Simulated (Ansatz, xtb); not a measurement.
# Two isomers of C3H9BrSi

Structure I is `CC(C)([SiH3])Br`, a singlet and structure II is `C[C@@H](Br)C[SiH3]`, a singlet. Both are isolated molecules in the gas phase, relaxed with B3LYP/def2-SVP; each stands in its lowest conformer found.

Quicker runs give these differences E(II) − E(I): GFN2-xTB +0.001 eV; HF/STO-3G −0.110 eV (at GFN2-xTB geometries); r2SCAN-D4/def2-SVP −0.028 eV (at GFN2-xTB geometries).

**Question.** Which of the two would you expect CCSD(T)/def2-SVP + ΔMP2/def2-TZVPP electronic energies to favour?

**Answer.** Too close to call at this level: CCSD(T)/def2-SVP + ΔMP2/def2-TZVPP gives E(II) − E(I) = −0.004 eV.

The same difference at several levels:

```csv
level,geometry,E(II) − E(I) (eV),departure from the last row (eV),"job, with rough time for the two"
GFN2-xTB,GFN2-xTB,+0.001,+0.005,"optimisation, 0.21 s"
HF/STO-3G,GFN2-xTB,−0.110,−0.106,"single point, 0.5 s"
r2SCAN-D4/def2-SVP,GFN2-xTB,−0.028,−0.024,"single point, 3.7 s"
B3LYP/def2-SVP,B3LYP/def2-SVP,−0.072,−0.068,"optimisation, 50 s"
HF/def2-SVP,B3LYP/def2-SVP,−0.068,−0.065,part of the CCSD(T) run
MP2/def2-SVP,B3LYP/def2-SVP,+0.020,+0.024,part of the CCSD(T) run
CCSD(T)/def2-SVP,B3LYP/def2-SVP,+0.010,+0.013,single point
CCSD(T)/def2-SVP + ΔMP2/def2-TZVPP,B3LYP/def2-SVP,−0.004,,"single point, 54 s"
```

As drawn, both hold the same kinds of bond in the same numbers. Structure I has 2 methyl groups, II 1.

The largest departure from CCSD(T)/def2-SVP + ΔMP2/def2-TZVPP is that of HF/STO-3G, 0.106 eV. The last row adds to CCSD(T) the change of the MP2 difference between the two basis sets, here −0.013 eV.

With thermal terms from frequencies at re-optimised GFN2-xTB minima (ideal gas, soft modes damped towards free rotors, one conformer each, 298.15 K, 1 atm): on the last row, ΔE + ΔZPE = +0.004, ΔH = 0.000, ΔG = −0.013 eV.

The correlated steps freeze 17 core orbitals; the filled d shell of Br is correlated, in a basis made for valence electrons. Mirror images aren't counted in ΔG. Codes used: Ansatz 0.2.0, xtb 6.7.1; the last row on 2 threads of Intel(R) Xeon(R) 6975P-C (Granite Rapids) on a shared host.
